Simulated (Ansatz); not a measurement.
Born–Oppenheimer molecular dynamics of GeH6O (8 atoms, charge 0, multiplicity 1). It starts at the highest image of a converged band. Of that band: Neighbouring images differ by up to 1.5 eV, so the band resolves the path poorly. A vibrational analysis at the climbing image gives one clearly imaginary mode, 1399i cm⁻¹: a first-order saddle point.

Method: RKS B3LYP/def2-SVP (Ansatz 0.2.0).

| Item | Value |
| --- | --- |
| ensemble | NVE (velocity Verlet) |
| time step | 0.5 fs |
| steps asked | 200 |
| starting velocities drawn for | 100 K |
| seed | 3946 |

First frame:

```xyz
8
Properties=species:S:1:pos:R:3
Ge -0.199 0.049 -0.201
H -0.246 0.684 1.623
H 1.122 -0.645 0.188
H -0.083 1.498 -0.699
H -0.775 -0.795 -1.383
O -1.926 -0.331 0.814
H -2.153 -1.266 0.966
H -1.207 0.177 1.579
```

**Question.** What does the run give?

**Answer.** All steps were run.

```yaml
steps_done: 200
time_covered: 100 fs
mean_temperature_over_the_second_half: 2303 K
spread_of_the_potential_energy_over_the_second_half: 6.7 meV per atom
mean_potential_energy_of_the_second_half_above_the_start: -213.6 meV per atom
```

The conserved energy stayed within 0.12 meV per atom of its start (net change 0.027 meV per atom), so the integration is sound. The system heated up, since it started high on the potential surface and ran downhill. A run of 0.1 ps of so small a system gives no equilibrium averages. The orbitals stay closed-shell, which can raise the energy where a bond breaks towards radicals; this wasn't checked here.

**Question.** What happens to the structure?

**Answer.** The step under study would form Ge1–O6, H2–H8 and break Ge1–H2, O6–H8. These pairs go: Ge1–O6 2.04 → 4.95 Å, H2–H8 1.09 → 5.95 Å, Ge1–H2 1.93 → 1.61 Å, O6–H8 1.17 → 0.95 Å. In the last frame they stand as before the step (other bonds may differ from the relaxed reactants and products). It ends as GeH4 + H2O. Pairs count as bonded within 1.25 times the sum of covalent radii (0.12 Å more for H–H). This is one draw of velocities; another would differ in detail.

**Question.** How do temperature and energy run in time?

**Answer.** 
```tsv
time (fs)	T (K)	potential energy less start (eV)	conserved less start (meV/atom)
0.0	100	0.000	0.00
8.0	56	0.034	0.02
16.0	233	-0.103	0.03
24.0	872	-0.599	-0.01
32.0	1445	-1.044	-0.05
40.0	1774	-1.299	-0.09
48.0	2324	-1.725	-0.06
56.0	2356	-1.750	-0.01
64.0	2265	-1.679	0.03
72.0	2406	-1.789	-0.06
80.0	2233	-1.655	-0.03
88.0	2341	-1.738	-0.03
96.0	2230	-1.651	0.02
```

The run took 6.8 min on 1 thread of Arm Neoverse V2, with other jobs on the host, peak memory 0.17 GiB.
